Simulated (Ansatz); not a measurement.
Frontier orbitals of `C[O][Zr]1234([CH3])([N](C)C)[C@H]5[C@@H]1[C@@H]2[C@@H]3[C@H]54`.

Cartesian coordinates in Å:
```
C -0.995 2.044 -2.599
O -0.442 1.133 -1.716
Zr 0.243 0.228 -0.150
C 2.359 -0.278 -0.754
N -0.624 -1.617 -0.011
C -1.156 -2.491 0.995
C -0.731 -2.205 -1.330
C 0.532 0.251 2.383
C -0.758 0.757 2.114
C -0.612 1.984 1.433
C 0.768 2.231 1.275
C 1.475 1.159 1.862
H -1.245 2.987 -2.096
H -0.293 2.270 -3.410
H -1.914 1.645 -3.047
H 2.980 0.610 -0.923
H 2.881 -0.915 -0.033
H 2.316 -0.828 -1.704
H -1.074 -2.046 1.986
H -2.218 -2.720 0.814
H -0.622 -3.454 1.016
H -1.775 -2.428 -1.596
H -0.158 -3.141 -1.405
H -0.341 -1.531 -2.103
H 0.759 -0.681 2.879
H -1.695 0.287 2.374
H -1.415 2.613 1.078
H 1.207 3.081 0.772
H 2.548 1.051 1.896
```

Total charge 0; spin multiplicity 1. Correlated methods include outer-core shells of Zr, which these sets cover unevenly. Zr: def2 effective core potential. Geometry: relaxed with PBE0-D4/def2-TZVP. It is one conformer, not always the lowest. Basis def2-TZVPP, Ansatz.

Orbital energies of one run (eV). Highest occupied ones, from the top: -6.25, -6.90, -7.30, -7.39, -8.16, -8.32, -9.14, -10.29, -10.41, -10.52, -10.97, -11.05, -11.08, -11.48. Empty: -0.07, 0.26, 0.53, 0.70, 1.18, 1.27.

(1) Which functional gave them?
A. ωB97M-V
B. BHLYP
C. BLYP
D. r2SCAN0

## Answers

(1) D. HOMO energies: r2SCAN0 -6.25, ωB97M-V -8.37, BHLYP -7.24, BLYP -4.80 eV.
